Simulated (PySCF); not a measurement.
CH3Zn, neutral, multiplicity 2. Atoms are numbered in the order given.

```xyz
5

Zn     0.0000     0.0000    -0.4973
C      0.0000     0.0000     1.5440
H      0.9034     0.5216     1.8852
H      0.0000    -1.0432     1.8852
H     -0.9034     0.5216     1.8852
```
Charge 0, spin multiplicity 2.

Geometry optimised at PBE-D3(BJ)/def2-TZVP. The spin state was assumed, not searched. The isomer is the one that the SMILES or the coordinates give; other isomers of the formula were not compared.

Method: PBE-D3(BJ)/def2-TZVP (PySCF 2.14.0).

Frequencies are harmonic and unscaled.

Modes within 1.5 cm⁻¹ of each other (mostly degenerate sets) share a row, with their intensities summed.

Computed harmonic wavenumbers and intensities:
| mode | ν (cm⁻¹) | IR (km/mol) | moving atoms (share of kinetic energy) |
|---|---|---|---|
| 1 | 412 | 7.9 | C 68 %, Zn 19 %, H 13 % |
| 2–3 | 584 | 1.6 | H 88 %, C 12 % |
| 4 | 1047 | 4.2 | H 85 %, C 15 % |
| 5–6 | 1386 | 8.1 | H 94 % |
| 7 | 2976 | 9.0 | H 98 % |
| 8–9 | 3086 | 12.7 | H 90 %, C 10 % |
